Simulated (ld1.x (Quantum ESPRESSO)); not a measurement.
## Before and after: PAW potential for W (Z = 74)

ld1.x (Quantum ESPRESSO) 7.5 input, shortened:

```
&input
   title='W', zed=74., rel=1, dft='PBE', iswitch=3,
   config='[Xe] 4f14 5d4 6s2 6p0'
 /
 &inputp
   pseudotype=3, lpaw=.true., tm=.true., lloc=-1, rcloc=1.95,
   nlcc=.true., rcore=2.20,
   which_augfun='BESSEL', rmatch_augfun=1.40
 /
6
6S  1  0   2.00   0.00  2.25  2.70  0.0
6S  1  0   0.00   2.55  2.25  2.70  0.0
6P  2  1   0.00   0.00  2.45  2.90  0.0
6P  2  1   0.00   2.60  2.45  2.90  0.0
5D  3  2   4.00   0.00  1.80  2.20  0.0
5D  3  2   0.00   0.95  1.80  2.20  0.0
 &test
   configts(1)='5d4 6s2 6p0'
 /
```

All-electron outer shells of the reference configuration (PBE, scalar-relativistic, ld1.x):

```json
{"shell": "5p", "level (eV)": "-43.20", "outermost node (bohr)": "0.57", "outermost maximum (bohr)": "1.09"}
{"shell": "4f", "level (eV)": "-33.21", "outermost node (bohr)": "–", "outermost maximum (bohr)": "0.43"}
{"shell": "6s", "level (eV)": "-5.71", "outermost node (bohr)": "1.28", "outermost maximum (bohr)": "2.67"}
{"shell": "5d", "level (eV)": "-4.48", "outermost node (bohr)": "0.63", "outermost maximum (bohr)": "1.49"}
{"shell": "6p", "level (eV)": "-1.36", "outermost node (bohr)": "1.54", "outermost maximum (bohr)": "3.75"}
```

Change: local potential all-electron potential smoothed inside 2.55 bohr (lloc = -2).

Cutoffs: the cutoffs (Ry, on a coarse ladder) from which the occupation-weighted sum of valence levels, in a spherical-Bessel basis at the reference potential, stays within 10 and 1 mRy of its value at 400 Ry; they do not see the model core or the augmentation charge, which bear on the density cutoff. Errors are all-electron minus pseudo energies relative to the spin-unpolarised reference configuration.

Question: What does the change do?

Answer: The potential gets harder (18 Ry and 30 Ry → 18 Ry and 35 Ry); the bound ghost in s disappears; of the 7 tests that both files solve, the error grows in 4 and shrinks in 0 by more than 15 % and 0.3 meV (median size 9.2 → 18.3 meV); the range in which the p phases agree widens (upper end 1.9 → 3.8). A state that the projectors do not describe sees the local part alone, so a deeper or shallower local part can create or remove a ghost.

```csv
quantity,base,changed
"cutoff, loose",18 Ry,18 Ry
"cutoff, tight",30 Ry,35 Ry
bound ghosts,s,none
"error for 5d4 6s1 6p0, meV [ΔE 8.88 eV]",-3.7,-4.7
"error for 5d4 6s0 6p0, meV [ΔE 24.56 eV]",-9.2,-18
"error for 5d3 6s0 6p0, meV [ΔE 49.94 eV]",-177,-185
"error for 5d2 6s0 6p0, meV [ΔE 87.16 eV]",-783,-787
"error for 5d4 6s0 6p2, meV [ΔE 9.26 eV]",-2.7,-5.8
"error for 5d3 6s2 6p0, meV [ΔE 8.83 eV]",-43,-39
"error for 5d4 6s0 6p1, meV [ΔE 14.34 eV]",-3.0,-7.9
s: phases at 3.17 bohr within 0.05 rad from the reference energy up to (Ry; the scan ends near 5),to the end of the scan,to the end of the scan
p: phases at 3.17 bohr within 0.05 rad from the reference energy up to (Ry; the scan ends near 5),1.9,3.8
d: phases at 3.17 bohr within 0.05 rad from the reference energy up to (Ry; the scan ends near 5),to the end of the scan,to the end of the scan
lowest overlap eigenvalue by channel,"s 0.53, p 0.59, d 0.84","s 0.71, p 0.63, d 0.86"
```

 A true bound ghost makes a file unfit for plane-wave use even where its test errors are small: the radial tests pick states by their node count and pass the ghost by.
